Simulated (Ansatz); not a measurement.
`C=C=CCC` + `BN` → `BNCC` + `C=C=C` at 400 K and 1 bar (substitution at a C–C bond).

Isolated molecules relaxed with PBE0-D4/def2-TZVP in Ansatz; ΔE leaves out vibrations. CBS: MP2 limit from def2 TZ/QZ plus the TZ coupled-cluster correction, frozen cores. This one scheme is used for every species. One conformer a species, not always the lowest.

```json
{"species": "`C=C=CCC`", "CCSD(T)/CBS energy (Eh)": "-195.01849", "H − E (kJ/mol)": "326.4", "S (J/(mol·K))": "354.4"}
{"species": "`BN`", "CCSD(T)/CBS energy (Eh)": "-81.93499", "H − E (kJ/mol)": "142.5", "S (J/(mol·K))": "243.5"}
{"species": "`BNCC`", "CCSD(T)/CBS energy (Eh)": "-160.44809", "H − E (kJ/mol)": "303.2", "S (J/(mol·K))": "328.3"}
{"species": "`C=C=C`", "CCSD(T)/CBS energy (Eh)": "-116.49399", "H − E (kJ/mol)": "163.9", "S (J/(mol·K))": "261.3"}
```

H − E and S are ideal-gas, rigid-rotor, harmonic terms from PBE0-D4/def2-TZVP, for one conformer and one mirror image of each species. 1 Eh = 2625.50 kJ/mol, R = 8.31446 J/(mol·K).

Task: By hand: ΔE, ΔH, ΔS and ΔG.

Result: ΔE = (-160.44809) + (-116.49399) − (-195.01849) − (-81.93499) = 0.01140 Eh = 29.9 kJ/mol. Δ(H − E) = 303.2 + 163.9 − 326.4 − 142.5 = -1.8, so ΔH = 28.1 kJ/mol. ΔS = 328.3 + 261.3 − 354.4 − 243.5 = -8.3 J/(mol·K). ΔG = 28.1 − 400 × (-8.3)/1000 = 31.4 kJ/mol.

Task: By hand: the equilibrium constant, and the temperature at which ΔG would vanish if ΔH and ΔS stayed fixed.

Result: log₁₀ K = −ΔG/(RT ln 10) = -4.1. ΔH and −TΔS have one sign here, so there is no such temperature.

The number of gas molecules stays the same, so ΔS is small and ΔH decides. A doubt of 5 kJ/mol in ΔE shifts log₁₀ K by 0.7 here. Other conformers and mirror images would add mixing entropy, several J/(mol·K) or more a flexible species. These are equilibria of isolated gas molecules and say nothing of rates. Largest T1 diagnostic: 0.012 (customary marks: 0.02 for closed shells, 0.045 for open ones).

ΔS is within the doubt of such terms, so its sign, and with it that verdict, could turn.
